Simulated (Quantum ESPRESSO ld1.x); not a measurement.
Charge is removed step by step from the 2p down level of Mg+, starting from [He] 2s2 2p(up 3, down 3) 3s1. All-electron calculation, scalar-relativistic Kohn-Sham, LDA (Slater exchange, Perdew-Zunger correlation), spin-polarised, spherical densities, point nucleus; open shells are filled with parallel spins first. Program: ld1.x of Quantum ESPRESSO 7.5.

removed (e)  E - E(0) (eV)  eigenvalue (eV)  E minus straight line (eV)
0                    0.000          -55.647                       0.000
0.1                  5.686          -58.082                      -1.142
0.2                 11.616          -60.551                      -2.038
0.3                 17.796          -63.053                      -2.686
0.4                 24.227          -65.587                      -3.082
0.5                 30.913          -68.152                      -3.223
0.6                 37.857          -70.747                      -3.107
0.7                 45.062          -73.373                      -2.729
0.8                 52.531          -76.027                      -2.087
0.9                 60.267          -78.709                      -1.178
1                   68.272          -81.419                       0.000

Removing the whole electron costs 68.272 eV by Delta-SCF, against 55.647 eV from minus the eigenvalue at the starting occupation. Slater's transition state (half an electron removed) gives 68.152 eV. Integrating minus the eigenvalue over the occupation (Janak's theorem) gives 68.279 eV. In this scalar-relativistic scheme the density is built from large components alone, so the theorem holds only approximately. The mean slope of the eigenvalue, de/dn, is 25.8 eV per electron.
